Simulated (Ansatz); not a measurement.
Total energies of Cl$_{3}$H$_{2}$NSi (`N[Si](Cl)(Cl)Cl`).

```xyz
7

N     0.867   -0.189    0.687
Si   -0.456    0.022   -0.332
Cl   -0.636    1.880   -1.161
Cl   -0.290   -1.296   -1.869
Cl   -2.147   -0.311    0.743
H     0.866    0.194    1.619
H     1.795   -0.301    0.312
```

Charge 0, multiplicity 1. The structure was optimised at the PBE0-D4/def2-TZVP level. It is one conformer, not always the lowest. Basis def2-TZVPP, Ansatz.

RPA on PBE orbitals: Hartree–Fock energy of these orbitals -1723.26721 Eh, correlation -1.44229 Eh (frozen core).

```
functional                                kind  energy without D4 (Eh)  D4 term (kJ/mol)
       PBE                                 GGA             -1725.54649             -26.3
      PBE0  global hybrid, 25 % exact exchange             -1725.69078             -22.5
```

(1) Give the same for LDA (SPW92), revPBE, BLYP, r2SCAN, B97M-V, B3LYP, r2SCANh, r2SCAN0, HSE06 (plane-wave form), BHLYP, CAM-B3LYP, LC-ωPBE, ωB97X-V, ωB97M-V, B2PLYP, PBE-QIDH. (Estimate.)

B3LYP takes the VWN-RPA correlation (the form of Gaussian; ORCA's B3LYP/G). HSE06 is the plane-wave form, built on full-range PBE exchange. The double hybrids freeze the cores in their second-order part.

Results:

(1) Ansatz gave: 
| functional | kind | energy without D4 (Eh) | D4 term (kJ/mol) |
| --- | --- | --- | --- |
| LDA (SPW92) | LDA | -1720.26688 | – |
| revPBE | GGA | -1725.98667 | -68.9 |
| BLYP | GGA | -1726.28961 | -57.1 |
| r2SCAN | meta-GGA | -1726.18508 | -5.9 |
| B97M-V | meta-GGA with VV10 | -1725.89043 | – |
| B3LYP | global hybrid, 20 % | -1726.38551 | -43.3 |
| r2SCANh | meta-GGA hybrid, 10 % | -1726.17684 | -6.5 |
| r2SCAN0 | meta-GGA hybrid, 25 % | -1726.16550 | -7.3 |
| HSE06 (plane-wave form) | screened hybrid | -1725.65866 | -21.2 |
| BHLYP | global hybrid, 50 % | -1726.29648 | -36.4 |
| CAM-B3LYP | range-separated hybrid | -1726.35129 | -23.3 |
| LC-ωPBE | long-range corrected hybrid | -1725.82738 | – |
| ωB97X-V | range-separated hybrid GGA with VV10 | -1726.06071 | – |
| ωB97M-V | range-separated hybrid meta-GGA with VV10 | -1726.22927 | – |
| B2PLYP | double hybrid | -1725.77763 | – |
| PBE-QIDH | double hybrid | -1725.35427 | – |

LC-ωPBE has ω = 0.4 bohr⁻¹.
